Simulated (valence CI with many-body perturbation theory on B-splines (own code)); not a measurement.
Values are calculated unless marked as measured or tabulated.
Ir38+: what each term of the Hamiltonian does

Method: valence CI with perturbative core correlation (CI+MBPT): three valence electrons over a frozen Dirac-Fock core [Kr], a basis of 9 s, 9 p, 10 d, 8 f, 5 g, 3 h, 1 i functions for each j, with the one-electron correlation potential Σ1, the two-electron term Σ2, the three-electron term Σ3, Breit, model QED; selected CI, second order for the rest (own B-spline code, finite nucleus).

The last digits are not significant, and no measured levels were compared; by estimate large intervals hold to a few tenths of a per cent, small ones and those within an open d or f shell to about a per cent. Only levels of the ground parity were solved; by the run's estimate the other parity begins above the list, which can be wrong where configurations are misplaced.

Each rung adds one term. CI alone is the Dirac-Coulomb CI over the frozen core; QED comes last and gives the full result, which names the levels. Energies are above (4d3/2^3) J=3/2 on the same rung, in cm⁻¹.

Levels are named by their leading jj configuration (3d3/2^4 stands for four electrons in 3d with j = 3/2), which in mixed levels can hold well under half, so a name can repeat and another be missing. Letters in brackets count levels of one name in rising energy.

```tsv
Level	CI alone
(4d3/2^2 4d5/2) J=5/2 [a]	157657
(4d3/2^2 4d5/2) J=3/2	178007
(4d3/2^2 4d5/2) J=7/2	194109
(4d3/2^2 4d5/2) J=9/2	197504
(4d3/2^2 4d5/2) J=1/2	196008
(4d3/2^2 4d5/2) J=5/2 [b]	268685
(4d3/2 4d5/2^2) J=7/2 [a]	346814
(4d3/2 4d5/2^2) J=9/2	363784
(4d3/2 4d5/2^2) J=3/2 [a]	375714
(4d3/2 4d5/2^2) J=1/2	385522
(4d3/2 4d5/2^2) J=5/2 [a]	393959
(4d3/2 4d5/2^2) J=11/2	399055
(4d3/2 4d5/2^2) J=5/2 [b]	420486
(4d3/2 4d5/2^2) J=7/2 [b]	426350
(4d3/2 4d5/2^2) J=3/2 [b]	482638
(4d5/2^3) J=9/2	549934
```

Question: What do these energies become with core correlation, Breit and QED?

Answer: (4d3/2^2 4d5/2) J=5/2 [a] 155723 (-1934); (4d3/2^2 4d5/2) J=3/2 175737 (-2270); (4d3/2^2 4d5/2) J=7/2 189207 (-4902); (4d3/2^2 4d5/2) J=9/2 191393 (-6111); (4d3/2^2 4d5/2) J=1/2 193034 (-2974); (4d3/2^2 4d5/2) J=5/2 [b] 263716 (-4968); (4d3/2 4d5/2^2) J=7/2 [a] 342027 (-4787); (4d3/2 4d5/2^2) J=9/2 357328 (-6456); (4d3/2 4d5/2^2) J=3/2 [a] 371644 (-4070); (4d3/2 4d5/2^2) J=1/2 381271 (-4251); (4d3/2 4d5/2^2) J=5/2 [a] 386819 (-7140); (4d3/2 4d5/2^2) J=11/2 389384 (-9671); (4d3/2 4d5/2^2) J=5/2 [b] 412897 (-7589); (4d3/2 4d5/2^2) J=7/2 [b] 417163 (-9187); (4d3/2 4d5/2^2) J=3/2 [b] 477898 (-4740); (4d5/2^3) J=9/2 542107 (-7827).

Question: How does the ionisation energy move along the ladder, and which term matters most?

Answer: CI alone 1738.0, + Σ1 1740.8, + Σ2 1742.5, + Σ3 1742.5, + Breit 1741.3, + QED 1741.4 eV. The largest step is Σ1, 2.9 eV. NIST lists 1739 ± 4 eV (theoretical).
